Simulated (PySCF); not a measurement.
SMILES O=Cc1ccc([SiH3])cc1, GFN2-xTB optimised geometry.

```
17

O     -2.87    -2.69     0.00
C     -1.67    -2.59     0.00
C     -0.92    -1.33     0.00
C     -1.60    -0.11     0.00
C     -0.90     1.07     0.00
C      0.50     1.09     0.00
Si     1.43     2.73     0.00
C      1.17    -0.14     0.00
C      0.47    -1.33     0.00
H     -1.02    -3.49     0.00
H     -2.68    -0.13     0.00
H     -1.43     2.01     0.00
H      2.87     2.45     0.02
H      1.04     3.49     1.18
H      1.07     3.47    -1.22
H      2.25    -0.15     0.00
H      1.01    -2.27     0.00
```

Density from CAM-B3LYP/def2-SVP (PySCF 2.14.0) at that geometry.

Minimum of the electron density along straight lines between bonded atoms, close to the bond critical point (lines longer than 1.1 times the sum of covalent radii, or with two minima, are not listed):

```json
[
 {"bond": "O1–C2", "length / Å": "1.205", "ρ at the minimum / e bohr⁻³": "0.413", "∇²ρ there / e bohr⁻⁵": "0.46", "position (fraction from the first atom)": "0.67"},
 {"bond": "C2–C3", "length / Å": "1.466", "ρ at the minimum / e bohr⁻³": "0.281", "∇²ρ there / e bohr⁻⁵": "-0.72", "position (fraction from the first atom)": "0.50"},
 {"bond": "C3–C4", "length / Å": "1.396", "ρ at the minimum / e bohr⁻³": "0.308", "∇²ρ there / e bohr⁻⁵": "-0.79", "position (fraction from the first atom)": "0.50"},
 {"bond": "C4–C5", "length / Å": "1.379", "ρ at the minimum / e bohr⁻³": "0.318", "∇²ρ there / e bohr⁻⁵": "-0.84", "position (fraction from the first atom)": "0.50"},
 {"bond": "C5–C6", "length / Å": "1.395", "ρ at the minimum / e bohr⁻³": "0.308", "∇²ρ there / e bohr⁻⁵": "-0.78", "position (fraction from the first atom)": "0.50"},
 {"bond": "C6–Si7", "length / Å": "1.891", "ρ at the minimum / e bohr⁻³": "0.113", "∇²ρ there / e bohr⁻⁵": "0.33", "position (fraction from the first atom)": "0.62"},
 {"bond": "C6–C8", "length / Å": "1.393", "ρ at the minimum / e bohr⁻³": "0.308", "∇²ρ there / e bohr⁻⁵": "-0.78", "position (fraction from the first atom)": "0.50"},
 {"bond": "C3–C9", "length / Å": "1.394", "ρ at the minimum / e bohr⁻³": "0.310", "∇²ρ there / e bohr⁻⁵": "-0.79", "position (fraction from the first atom)": "0.50"},
 {"bond": "C8–C9", "length / Å": "1.380", "ρ at the minimum / e bohr⁻³": "0.317", "∇²ρ there / e bohr⁻⁵": "-0.83", "position (fraction from the first atom)": "0.50"},
 {"bond": "C2–H10", "length / Å": "1.110", "ρ at the minimum / e bohr⁻³": "0.276", "∇²ρ there / e bohr⁻⁵": "-1.04", "position (fraction from the first atom)": "0.64"},
 {"bond": "C4–H11", "length / Å": "1.080", "ρ at the minimum / e bohr⁻³": "0.286", "∇²ρ there / e bohr⁻⁵": "-1.13", "position (fraction from the first atom)": "0.65"},
 {"bond": "C5–H12", "length / Å": "1.081", "ρ at the minimum / e bohr⁻³": "0.284", "∇²ρ there / e bohr⁻⁵": "-1.09", "position (fraction from the first atom)": "0.63"},
 {"bond": "Si7–H13", "length / Å": "1.463", "ρ at the minimum / e bohr⁻³": "0.118", "∇²ρ there / e bohr⁻⁵": "0.33", "position (fraction from the first atom)": "0.49"},
 {"bond": "Si7–H14", "length / Å": "1.464", "ρ at the minimum / e bohr⁻³": "0.117", "∇²ρ there / e bohr⁻⁵": "0.32", "position (fraction from the first atom)": "0.49"},
 {"bond": "Si7–H15", "length / Å": "1.464", "ρ at the minimum / e bohr⁻³": "0.117", "∇²ρ there / e bohr⁻⁵": "0.32", "position (fraction from the first atom)": "0.49"},
 {"bond": "C8–H16", "length / Å": "1.081", "ρ at the minimum / e bohr⁻³": "0.285", "∇²ρ there / e bohr⁻⁵": "-1.10", "position (fraction from the first atom)": "0.63"},
 {"bond": "C9–H17", "length / Å": "1.081", "ρ at the minimum / e bohr⁻³": "0.284", "∇²ρ there / e bohr⁻⁵": "-1.09", "position (fraction from the first atom)": "0.64"}
]
```
